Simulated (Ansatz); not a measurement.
`O[SiH](F)[TeH]` + `BCC(=N)N` → `N=C(N)[TeH]` + `BC[SiH](O)F`  (redistribution)

Computed with Ansatz on PBE0-D4/def2-TZVP structures; ΔE is electronic, products minus reactants. CCSD(T)/CBS is the MP2 limit (def2-TZVPP, def2-QZVPP) plus CCSD(T) − MP2 in def2-TZVPP, frozen cores. DFT in def2-TZVPP. def2 core potentials past Kr. For Te outer-core shells are correlated without core-valence functions, which leaves a few kJ/mol of doubt a bond. One conformer a species, not always the lowest.

```json
{"level": "PBE0-D4", "ΔE (kcal/mol)": "8.7"}
{"level": "B2PLYP", "ΔE (kcal/mol)": "7.1"}
{"level": "HF/def2-TZVPP", "ΔE (kcal/mol)": "12.6"}
{"level": "CCSD/def2-TZVPP", "ΔE (kcal/mol)": "8.3"}
{"level": "CCSD(T)/def2-TZVPP", "ΔE (kcal/mol)": "7.1"}
{"level": "MP2/def2-QZVPP", "ΔE (kcal/mol)": "7.1"}
{"level": "HF/CBS(def2)", "ΔE (kcal/mol)": "12.5"}
{"level": "CCSD/CBS(def2)", "ΔE (kcal/mol)": "9.0"}
```

**Question.** What does CCSD(T)/CBS give? (Estimate.)

**Answer.** The calculation gave: +7.8 kcal/mol. The listed levels differ from it by 0.9, -0.7, 4.8, 0.5, -0.7, -0.7, 4.7, 1.2 kcal/mol.

Largest T1 diagnostic among the species: 0.014.

From PBE to PBE0 (25 % exact exchange), in def2-TZVPP and without D4, ΔE moves by +2.2 kcal/mol. In def2-TZVPP, CCSD(T) changes the Hartree–Fock value by −5.5 kcal/mol (the triples alone add −1.2 kcal/mol) and MP2 by −5.8 kcal/mol.
